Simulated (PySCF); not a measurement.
B(F)(GeH3)(OMe) (CH6BFGeO), SMILES CO[B](F)[GeH3].

Geometry: TPSSh-D3(BJ)/def2-SVP. This is a generated structure with no PubChem entry under its InChIKey; it may be hypothetical. The values are those of a single conformer.

Two levels are set side by side: TDDFT-PBE/def2-SVPD (PySCF) and TDDFT-B3LYP/def2-SVPD (PySCF). Vertical, same geometry. The lowest singlet is HOMO→LUMO 96 % with PBE and HOMO→LUMO 97 % with the other functional; states are paired by order. Differences are taken from unrounded values.

```
quantity                               TDDFT-B3LYP  TDDFT-PBE  TDDFT-PBE minus TDDFT-B3LYP
-------------------------------------  -----------  ---------  ---------------------------
lowest singlet excitation (eV)                6.36       6.02                        -0.34
lowest triplet excitation (TDA) (eV)          5.44       5.14                        -0.30
first bright state (f over 0.05) (eV)         7.19       6.65                        -0.54
its oscillator strength                       0.07       0.05                        -0.02
```

A lower first singlet is the usual sign of a functional without exact exchange. Differences between two approximate levels are no errors against the true value.

Rough cost on one machine, each run with all the roots and properties that it gave: TDDFT-B3LYP against TDDFT-PBE about 3 times.
